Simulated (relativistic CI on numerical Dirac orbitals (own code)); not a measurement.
# Gd XXIX: sensitivity of the levels to the model

Base calculation: Dirac-Coulomb-Breit CI, orbitals from a KLI potential per configuration, model QED (radiative potential, 1s self-energy scaled to tabulated hydrogen-like ionisation energies), unscaled Slater integrals.

Configuration list (outside the closed core [Ar] 3d10): 4s2.4p6, 4s2.4p5.4d, 4s.4p6.4d, 4s2.4p5.4f, 4s.4p6.4f, 4s2.4p5.5s, 4p6.4d.4f, 4s2.4p5.5p, 4s.4p6.5s, 4s2.4p5.5d, 4s.4p6.5p, 4s2.4p5.5f, 4s2.4p5.5g, 4s.4p6.5d, 4s2.4p5.6s, 4p6.4f.5s, 4s2.4p5.6p, 4s.4p6.5f, 4s2.4p5.6d, 4s.4p6.5g, 4s2.4p5.6f, 4p6.4d2, 4p5.4d3, 4p5.4d2.4f, 4p5.4d2.5s, 4p5.4d2.5p, 4p6.4f2, 4p5.4d.4f2, 4p5.4f3, 4p5.4f2.5s, 4p5.4f2.5p, 4p6.4d.5s, 4p5.4d.4f.5s, 4p5.4d.5s2, 4p5.4d.5s.5p. Double excitations out of closed p, d and f shells are left out; levels of such configurations are missing from the list, as are those of other unlisted configurations, and high levels can miss mixing partners. These lack a partner that the ground configuration has and come out too high: 4s2.4p5.5d, 4s2.4p5.5f, 4s2.4p5.5g, 4s2.4p5.6s, 4s2.4p5.6p.

Variants: (1) QED terms removed; (2) one mean potential for all configurations. Shifts of the energy above 4s2.4p6 1S_0, in eV, for the lowest level and the first level of each name with at least 55 % of one term (blank where a level changes its place among those of its configuration and J or its character, or is not in the variant):

```csv
Level,Base,Δ(1),Δ(2)
4s2.4p6 1S_0,0.000,0.000,0.000
4s2.4p5.4d 3P°_0,113.753,+0.093,-0.010
4s2.4p5.4d 3P°_1,116.753,+0.090,-0.010
4s2.4p5.4d 3F°_3,119.745,+0.093,-0.011
4s2.4p5.4d 3F°_4,125.222,+0.071,-0.011
4s2.4p5.4d 3D°_3,131.950,+0.070,-0.010
4s2.4p5.4d 3D°_1,142.437,+0.066,-0.011
4s2.4p5.4d 3F°_2,159.542,+0.038,-0.011
4s2.4p5.4d 1P°_1,181.250,+0.043,-0.013
4s.4p6.4d 3D_1,240.327,+0.606,-0.011
4s.4p6.4d 3D_2,243.144,+0.616,-0.009
4s.4p6.4d 3D_3,249.769,+0.600,-0.009
4s.4p6.4d 1D_2,260.276,+0.660,0.000
4s2.4p5.4f 3G_5,274.270,+0.072,-0.099
4s2.4p5.4f 3G_4,274.518,+0.079,-0.099
4s2.4p5.4f 3D_1,275.522,+0.169,-0.085
4s2.4p5.4f 3D_2,277.209,+0.158,-0.086
4s2.4p5.4f 3F_4,279.965,+0.072,-0.098
4s2.4p5.4f 1D_2,283.558,+0.082,-0.099
4s2.4p5.4f 3G_3,315.553,+0.024,-0.099
4s.4p6.4f 3F°_2,401.174,+0.679,-0.083
4s.4p6.4f 3F°_3,401.724,+0.677,-0.082
```

At this charge energies of transitions that change n are usually good to better than 1 %, and those within a shell (Δn = 0) to a few per cent.

Ionisation energy from the two ground configurations alone: base 1100.05 eV. The NIST ASD value (theoretical) is 1100 eV.

LS names give the leading component of a level, which can be under half, so a name can repeat, a term be missing and a line seem to break the LS rules.
